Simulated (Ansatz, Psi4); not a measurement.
## Exact exchange and the HOMO–LUMO gap of CuF (fluorocopper)

The species is CuF (2 atoms), meant as a singlet with charge 0. As SMILES, `[F][Cu]`. The shape is that of a PBE0-D4/def2-TZVP optimisation.

The HOMO–LUMO gap y, in eV, basis def2-TZVPP; a is the functional's share of exact exchange. Programs: Ansatz 0.2.0, Psi4 1.11.

| functional | program | a | y (eV) |
| --- | --- | --- | --- |
| revPBE | Ansatz | 0 | 1.93 |
| r2SCAN | Ansatz | 0 | 2.28 |
| TPSSh | Psi4 | 0.1 | ? |
| B3LYP | Ansatz | 0.2 | 3.88 |
| PBE0 | Ansatz | 0.25 | 4.49 |
| BHLYP | Ansatz | 0.5 | 6.93 |

Fit y = c + s·a to the known rows and predict TPSSh.


1. Means of the 5 rows: a = 0.1900, y = 3.902.
2. Σ(Δa)² = 0.172, Σ(Δa·Δy) = 1.6566, so the slope is 1.6566/0.172 = 9.6314.
3. Intercept: 3.902 − (9.6314) × 0.1900 = 2.072. The largest residual of the fit is 0.21.
4. TPSSh: 2.072 + (9.6314) × 0.1 = 3.04 eV.

The run gave 3.07 eV, so the prediction is off by -0.03 eV, within the largest residual. Exact exchange lowers occupied levels and raises empty ones. The rows mix families of semi-local functionals, which the line can't see.
